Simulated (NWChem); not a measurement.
System: HfHF₃; SMILES [F][HfH]([F])[F]

```xyz
5

Hf     0.0000     0.0000    -0.0132
F      1.4776     1.0769     0.5072
F      0.1938    -1.8181     0.5072
F     -1.6714     0.7412     0.5072
H      0.0000     0.0000    -1.8505
```
Atoms are numbered in this order, from 1.

Level: PBE0/def2-SVP with def2 effective core potentials on Hf (NWChem), optimised geometry, unscaled harmonic frequencies. def2 effective core potentials on Hf; no spin-orbit coupling.

### Question
List the harmonic frequencies with IR intensities, and the thermochemistry.

### Answer
| frequency (cm⁻¹) | IR intensity (km/mol) |
|---|---|
| 144 | 22.1 |
| 155 | 13.8 |
| 155 | 13.8 |
| 526 | 44.0 |
| 526 | 44.0 |
| 684 | 29.8 |
| 691 | 192.6 |
| 691 | 192.6 |
| 1801 | 270.3 |

```yaml
zero_point_energy: 7.7 kcal/mol
thermal correction to the enthalpy at 298.15 K (with zero-point energy): 11.7 kcal/mol
heat capacity Cv: 16.6 cal/(mol K)
entropy at 298.15 K and 1 atm (symmetry number 3): 76.4 cal/(mol K)
```

Rigid rotor and harmonic oscillator.
